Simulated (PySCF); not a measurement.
System (SMILES): Cl[C]Cl (closed-shell singlet).
Geometry (B3LYP-D3(BJ)/def2-TZVP, fixed):
```
C
Cl 1 1.7242
Cl 1 1.7242 2 109.61
```
Charge 0, spin multiplicity 1.

Basis-set convergence of the lowest singlet excitation energy at CAM-B3LYP with PySCF. Tamm-Dancoff approximation; the state is taken by its order, and sets in which it differs in degeneracy or brightness are left out, yet its character can still change. All functions are spherical. Density fitting with generated auxiliary sets. No added dispersion term, no relativity. Reference: the value in aug-pcseg-3, 2.548 eV, itself unsure by roughly 0.009 eV (its mean distance from aug-cc-pV(Q+d)Z, aug-pcseg-2, aug-cc-pV(T+d)Z). Deviations are taken from unrounded values. Cost is core time over that of 6-31G**, rough, on shared machines of one kind; a dash marks a row that isn't timed (too short, read off another run, short of memory, by another algorithm or on other hardware).

```tsv
basis	functions	lowest singlet excitation energy (eV)	minus reference (eV)	cost
6-31G	35	2.542	-0.006	-
pcseg-0	35	2.475	-0.072	-
6-31G**	50	2.621	0.074	1×
def2-SVP	50	2.564	0.016	1×
pcseg-1	50	2.594	0.046	1×
def2-TZVPD	129	2.556	0.008	9×
6-311++G(3df,3pd)	133	2.563	0.015	9×
jun-cc-pV(T+d)Z	135	2.558	0.011	10×
def2-TZVPPD	139	2.555	0.007	10×
aug-pcseg-2	146	2.558	0.010	10×
cc-pV(Q+d)Z	183	2.553	0.005	10×
pcseg-3	188	2.550	0.002	10×
cc-pV(5+d)Z	291	2.550	0.003	60×
```

The smallest set listed that lies within 0.2 eV of the reference with all its larger relatives (same family, alike in diffuse functions; a set with none counts only in the reference's own line) is 6-31G (35 functions, -0.006 eV off), level with pcseg-0. Inside, with no larger relative to test it: 6-311++G(3df,3pd). (Relatives not listed, tested too: 6-31G* 0.074, 6-311G** 0.050, pcseg-2 0.039, def2-TZVP 0.022, def2-TZVPP 0.021, aug-cc-pV(T+d)Z 0.012, def2-QZVP 0.004, def2-QZVPP 0.004, def2-QZVPPD 0.005, aug-cc-pV(Q+d)Z 0.006, aug-pcseg-3 0.000 eV.)
